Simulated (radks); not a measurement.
Species: Nd+. Configuration: [Xe] 4f4 6s1 (the NIST ground configuration). All-electron calculation, Dirac Kohn-Sham, OLYP, spin-unpolarised, spherical densities, point nucleus; open shells fill j = l - 1/2 first. Program: a radial shooting solver on a logarithmic mesh with Libxc functionals.

Normalised radial functions P(r) = r R(r) (large component), r in bohr:

```
   r/bohr * 4d5/2, o 5s1/2, + 5p1/2 (the largest magnitude, 1.32, reaches the edge; | marks zero, & curves that meet)
 0.002448                             & o
 0.003344                             & o
 0.004532                             & o
 0.006142                             &  o
 0.008391                             *+ o
  0.01137                             *+ o
  0.01554                             * +o
  0.02106                             * o+
  0.02854                             o* +
  0.03899                           o | * +
  0.05284                         o   |   &
  0.07218                        o    |  +   *
  0.09783                           o +          *
   0.1326                         +   |  o           *
   0.1811                       +     |      o       *
   0.2455                         +   |    o  *
   0.3327                       *  o  |  +
   0.4545        *          o         |        +
    0.616  *                    o     |     +
   0.8415       *                +    |       o
     1.14             +   *           |                  o
    1.546           +             *   |                  o
    2.112                +           *|          o
    2.862                       +     *   o
    3.878                           + *o
    5.299                             &
    7.181                             &
     9.81                             &
     13.3                             &
```

4d5/2: eigenvalue -120.98 eV, 1 radial node at r = 0.294 bohr, <r> = 0.711 bohr, 90 % of the charge inside 1.07 bohr. 5s1/2: eigenvalue -46.354 eV, 4 radial nodes at r = 0.0290, 0.115, 0.301, 0.719 bohr, <r> = 1.47 bohr, 90 % of the charge inside 2.12 bohr. 5p1/2: eigenvalue -30.113 eV, 3 radial nodes at r = 0.0981, 0.294, 0.747 bohr, <r> = 1.66 bohr, 90 % of the charge inside 2.42 bohr.
